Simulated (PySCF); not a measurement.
Computed properties of Se(SiH3)(OSiH3) (H6OSeSi2), SMILES [SiH3][Se]O[SiH3]

Se(SiH3)(OSiH3) (H6OSeSi2), SMILES [SiH3]O[Se][SiH3]. Geometry: PBE0-D3(BJ)/def2-SVP. This is a generated structure with no PubChem entry under its InChIKey; it may be hypothetical. The values are those of a single conformer. All values are computed for the isolated molecule unless a solvent is named; none is compared with measurement here.

**Structure.** All 24 harmonic modes at PBE0-D3(BJ)/def2-SVP (PySCF) are real, so it is a minimum. With heavy atoms numbered as in [Se:1]([SiH3:2])[O:6][SiH3:7], the shortest bond between them is O6–Si7 at 1.684 Å and the longest Se1–Si2 at 2.289 Å.

**Vibrations.** The strongest infrared lines (harmonic, unscaled, degenerate partners summed) lie at 873 cm⁻¹ (495 km/mol, H 59 %, O 25 %, Si 16 %), 979 cm⁻¹ (199 km/mol, H 93 %), 2263 cm⁻¹ (124 km/mol, H 96 %). The softest mode is at 65 cm⁻¹ and the zero-point energy is 34.5 kcal/mol.

**Electronic structure.** r2SCAN/def2-TZVP (PySCF) places the frontier levels at -5.98 and -2.65 eV, a gap of 3.33 eV, and gives a dipole moment of 1.12 D and a mean polarisability of 83.9 bohr³. PBE/def2-TZVP (PySCF) at the same geometry gives -5.72 and -2.80 eV, so its gap is 0.41 eV narrower. An orbital gap is neither the optical nor the fundamental gap.

**Excitations.** TDDFT-ωB97X/def2-SVPD (PySCF) has S1 at 3.49 eV (355 nm, f = 0.001, dark); the most intense of the 10 singlets computed lies at 7.66 eV (f = 0.28). T1 (TDA) is at 2.81 eV. TDDFT-PBE/def2-SVPD (PySCF) puts S1 at 3.19 eV. No vertical singlet excitation falls in the visible range (under 3.1 eV).

**NMR.** GIAO shifts at HF/pcSseg-1 (PySCF) (non-relativistic, atoms alike by connectivity averaged): ¹H from 4.6 to 5.0 ppm against TMS; ²⁹Si from -48.4 to -27.5 ppm against TMS.
